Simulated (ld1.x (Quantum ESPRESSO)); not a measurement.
# Pseudopotential generation for Te (Z = 52): TM, PBE, scalar-relativistic.

Te, norm-conserving Troullier–Martins (Kleinman–Bylander form), made with ld1.x (Quantum ESPRESSO) 7.5 (PBE, scalar-relativistic). Core [Kr], reference 4d10 5s2 5p4. Waves: 5p (bound): rc 2.40 bohr; 4d (bound): rc 1.20 bohr; 5s (bound): rc 1.65 bohr. Local part: the s channel. Core correction: a·sin(br)/r model core, default radius (core density twice the valence density).

Poles of the logarithmic derivatives, all-electron (AE) and pseudo (PS). s: poles at -0.1 (AE) and -0.1 (PS) Ry. p: poles at 1.2 (AE) and 1.2 (PS) Ry. d: poles at -3.0, 3.5 (AE) and -3.0, 4.4 (PS) Ry. Test radius 2.60 bohr.

- Cutoffs needed: 110 Ry and 180 Ry (the cutoffs (Ry, on a coarse ladder) from which the occupation-weighted sum of valence levels, in a spherical-Bessel basis at the reference potential, stays within 10 and 1 mRy of its value at 400 Ry)
- Ghost test: no extra level below or beside the all-electron valence levels (p, d, s, f tested) (spherical-Bessel basis up to 400 Ry, 20 bohr box)
- Largest excitation error: -427 meV (all-electron minus pseudo) for 4d9 5s2 5p4, out of 7 test configurations
